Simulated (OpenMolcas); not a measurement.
Co3+, Rh3+, Ir3+: d6 down the group

| Item | Value |
| --- | --- |
| Program | OpenMolcas |
| Method | MS-RASPT2, IPEA 0.25 Eh, imaginary shift 0.1 Eh |
| Basis | ANO-RCC-VTZP |
| Scalar Hamiltonian | DKH2, point nucleus |
| Spin-orbit coupling | RASSI with atomic mean-field integrals over the reference wave functions, term energies averaged over their components |

Active space for each ion: 6 electrons in 9 orbitals (RAS2 d s; RAS3 p, at most 2 electrons); closed shells correlated by CASPT2: Co3+ 3s 3p; Rh3+ 4s 4p; Ir3+ 5s 5p.

Computed levels in cm-1 above 5D4:

```
                               Level   Co3+   Rh3+   Ir3+
                                 5D3    714   1645   6380
                                 5D1   1511   3170   9320
                                 5D0   1663   3460   9440
                                 3H6  23880  18410  20520
                                 3H5  24210  18650  30610
                              3P1(1)  24610  22390  36590
                              3F2(1)  25910  21020  23680
                                 3G5  29040  22800  19720
                                 3G3  29940  24430  32760
weight of 5D in the lowest level (%)    100     98     81
```

Mixed levels, with the weight of the term that names them: Ir3+ 5D0 (75 %), Ir3+ 3H5 (55 %), Ir3+ 3P1(1) (74 %), Ir3+ 3F2(1) (72 %), Ir3+ 3G5 (55 %), Ir3+ 3G3 (52 %).

Measured, with the error of the calculation in %. Measured levels: Co3+ from Sugar and Corliss, J. Phys. Chem. Ref. Data 10, 1097 (1981).

```tsv
Level	Co3+
5D3	639 (+11.6)
5D0	1494 (+11.4)
3H6	23680 (+0.9)
3H5	24032 (+0.7)
3P1(1)	24729 (-0.5)
3F2(1)	25969 (-0.2)
3G5	29022 (+0.1)
3G3	29868 (+0.2)
```

The fine-structure level 5D0 changes by a factor of 5.68 from Co3+ to Ir3+.

Without spin-orbit coupling 3H lies 23530, 17600, 16740 cm-1 above 5D in that order; the difference to the level 3H6, of either sign, comes from spin-orbit coupling, which also lowers the zero.

CASPT2 does not keep the components of a term degenerate, so their means are used; among the terms shown or strongly mixed into the levels shown the widest spread is 110 cm-1 (3d6 3F(1), Co3+). Over all roots computed the reference weight is 0.90 to 0.96 in Co3+; the roots of lowest weight are the least certain, and an intruder state may touch them. Blocks of more than 70 roots (2S+1 = 3 even, 1 even) ran without multistate coupling. Some high roots are left out of the spin-orbit mixing, which shifts the levels that they would mix with. Terms from blocks run as CI alone lack orbitals of their own. Measured partners are found by configuration, term and J. A level has none where our copy of the source lacks it or the pairing is in doubt (some pairs that miss far off the trend of their configuration count as doubtful), and it then counts in no deviation. Only configurations of the active space appear.

A number in round brackets counts repeated terms of one configuration in the order of the reference energies.
